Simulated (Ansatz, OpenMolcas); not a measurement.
## Predicting a hybrid from its neighbours: CSeO (carbonyl selenide)

CSeO: 3 atoms, total charge 0, spin state singlet. SMILES: `O=C=[Se]`. The coordinates come from a PBE0-D4/def2-TZVP relaxation.

The vertical energy of the triplet above the singlet y, in eV, basis def2-TZVP; a is the functional's share of exact exchange. Programs: Ansatz 0.2.0, OpenMolcas 26.06.

| functional | program | a | y (eV) |
| --- | --- | --- | --- |
| BLYP | Ansatz | 0 | 4.62 |
| TPSS | OpenMolcas | 0 | 4.56 |
| B3LYP | Ansatz | 0.2 | ? |
| PBE0 | Ansatz | 0.25 | 4.44 |
| BHLYP | Ansatz | 0.5 | 4.30 |

Question: Fit y = c + s·a to the known rows and predict B3LYP.

Answer: 
1. Means of the 4 rows: a = 0.1875, y = 4.480.
2. Σ(Δa)² = 0.17188, Σ(Δa·Δy) = -0.1, so the slope is -0.1/0.17188 = -0.5818.
3. Intercept: 4.480 − (-0.5818) × 0.1875 = 4.589. The largest residual of the fit is 0.031.
4. B3LYP: 4.589 + (-0.5818) × 0.2 = 4.47 eV.

The run gave 4.51 eV, so the prediction is off by -0.04 eV, about the largest residual. Exact exchange favours the state with more unpaired electrons. The rows mix families of semi-local functionals, which the line can't see.
